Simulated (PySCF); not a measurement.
# Where the electron goes

C₈H₅FSe.
Numbering: `[F:1][c:2]1[cH:3][cH:4][cH:5][c:6]2[cH:7][cH:8][se:9][c:10]12` (hydrogens: H11 on C3; H12 on C4; H13 on C5; H14 on C7; H15 on C8)

Method: TDDFT wB97X-D/def2-SVPD, vertical, gas phase, core orbitals frozen in the response (PySCF). Geometry: PBE0-D3(BJ)/def2-SVP; no solvent, vibrations or thermal averaging. Relativistic effects, spin–orbit coupling among them, are left out although an element past zinc is present.

Frontier orbitals with the atoms that hold most of them (Löwdin shares over 4%, at most four atoms; ? is withheld):

```tsv
orbital	ε (eV)	atoms
HOMO-3	-11.45	Se9 50%, C10 10%, C8 8%, C6 7%
HOMO-2	-9.92	Se9 16%, C10 15%, C5 13%, C2 12%
HOMO-1	-8.83	?
HOMO	?	Se9 31%, C5 12%, C7 12%, C2 10%
LUMO	0.50	?
LUMO+1	1.29	C4 22%, C5 18%, C10 15%, C2 14%
LUMO+2	1.44	Se9 72%, C10 9%, C8 7%
```

(1) Give the leading atoms of the HOMO-1.

(2) Give the leading atoms of the LUMO.

(3) What is the HOMO energy, and the HOMO–LUMO gap?

## Answers

(1) C8 (bonded to C, Se and H) 16%; C10 (bonded to 2 C and Se) 16%; C6 (bonded to 3 C) 15%; C3 (bonded to 2 C and H) 14%.

(2) C8 (bonded to C, Se and H) 20%; C3 (bonded to 2 C and H) 13%; C7 (bonded to 2 C and H) 11%; Se9 (bonded to 2 C) 11%. By element: carbon 45% or more, selenium 11%.

(3) ε(HOMO) = -8.05 eV; the gap is 8.55 eV (0.3143 hartree).

Question: How does S1 compare with the orbital gap of 8.55 eV?

Answer: S1 is at 4.62 eV (f = 0.117), 3.93 eV below the gap, made of HOMO→LUMO (81%), HOMO-1→LUMO+1 (10%). Without the coupling terms of the response equations the lowest excitation would equal the gap.

Next come S2 at 5.01 eV (f 0.0001), HOMO→LUMO+2 (75%); S3 at 5.15 eV (f 0.032), HOMO-1→LUMO (44%), HOMO→LUMO+1 (43%), HOMO→LUMO (8%); S4 at 5.77 eV (f 0.250), HOMO-1→LUMO (46%), HOMO→LUMO+1 (42%); S5 at 5.98 eV (f 0.209), HOMO-1→LUMO+1 (40%), HOMO-2→LUMO (34%), HOMO→LUMO+1 (9%).
